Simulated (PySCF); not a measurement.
## [C5H4BF2]-: core ionisation energies

Compound: C₅H₄BF₂ (charge -1).
SMILES with atom numbers: `[F:1][c:2]1[bH-:3][cH:4][c:5]([F:6])[cH:7][cH:8]1`

Structure used (PBE0-D3(BJ)/def2-SVP), in Å, numbered top down from 1:
```xyz
12
C5H4BF2 angstrom
F      2.311   -0.005    1.576
C      1.178    0.054    0.798
B      0.614    1.358    0.277
C     -0.632    1.187   -0.558
C     -1.140   -0.087   -0.774
F     -2.271   -0.234   -1.529
C     -0.578   -1.255   -0.268
C      0.585   -1.168    0.519
H      1.128    2.444    0.515
H     -1.190    2.008   -1.025
H     -1.047   -2.217   -0.489
H      1.037   -2.082    0.924
```

Method: PySCF 2.14.0, delta-SCF UKS SCAN, pcX-2 on the ionised atom, pcseg-1 elsewhere, spin-free X2C. Each binding energy is the total energy of the core-ionised species, with the hole localised on one atom, minus that of the ground state; both are solved self-consistently, so orbital relaxation is included.

Q: Give the core binding energies atom by atom.

A: 
```json
{"atom(s)": "F6", "environment": "aryl fluorine", "level": "F 1s", "binding energy (eV)": "687.91", "above the level's lowest (eV)": "+0.57", "count": "1"}
{"atom(s)": "F1", "environment": "aryl fluorine", "level": "F 1s", "binding energy (eV)": "687.34", "above the level's lowest (eV)": "0.00", "count": "1"}
{"atom(s)": "C5", "environment": "aromatic C–F carbon", "level": "C 1s", "binding energy (eV)": "287.21", "above the level's lowest (eV)": "+2.95", "count": "1"}
{"atom(s)": "C2", "environment": "aromatic C–F carbon", "level": "C 1s", "binding energy (eV)": "286.11", "above the level's lowest (eV)": "+1.85", "count": "1"}
{"atom(s)": "C8", "environment": "aromatic CH carbon", "level": "C 1s", "binding energy (eV)": "285.35", "above the level's lowest (eV)": "+1.09", "count": "1"}
{"atom(s)": "C7", "environment": "aromatic CH carbon", "level": "C 1s", "binding energy (eV)": "285.09", "above the level's lowest (eV)": "+0.83", "count": "1"}
{"atom(s)": "C4", "environment": "aromatic CH carbon", "level": "C 1s", "binding energy (eV)": "284.26", "above the level's lowest (eV)": "0.00", "count": "1"}
{"atom(s)": "B3", "environment": "three-coordinate boron", "level": "B 1s", "binding energy (eV)": "188.56", "above the level's lowest (eV)": "0.00", "count": "1"}
```

Lowest listed C 1s: C4, bonded to C (aromatic in the SMILES), H and B (aromatic in the SMILES). Highest, 2.95 eV above it: C5, bonded to F and 2 C (aromatic in the SMILES). The widest gap between neighbouring values is 1.10 eV, between 286.11 and 287.21 eV.

The listed F 1s values span 0.57 eV, from F1 (bonded to C) to F6 (bonded to C). Summing the Pauling electronegativity differences to the bonded atoms, each weighted by its formal bond order, gives -1.43 for the lowest site and -1.43 for the highest; the sum is the same at every site.

Q: Express the binding energy of F 1s of F1 in atomic units and per mole.

A: 687.34 eV = 25.2593 Eh = 66318 kJ/mol.

Q: What is the longest wavelength that can ionise F 1s of F1 vertically?

A: λ = hc/E = 12398.42 eV Å / 687.34 eV = 18.038 Å.

Spin contamination (⟨S²⟩ against 0.75 for a pure doublet) is marked for B 1s of B3 (0.96), which makes this value less certain. The species carries charge -1, so core ionisation leaves a neutral species. The basis sets have no added diffuse functions. Geometry: PBE0-D3(BJ)/def2-SVP; no solvent, vibrations or thermal averaging.

The run took 57 s on x86-64 server, one thread, shared host.
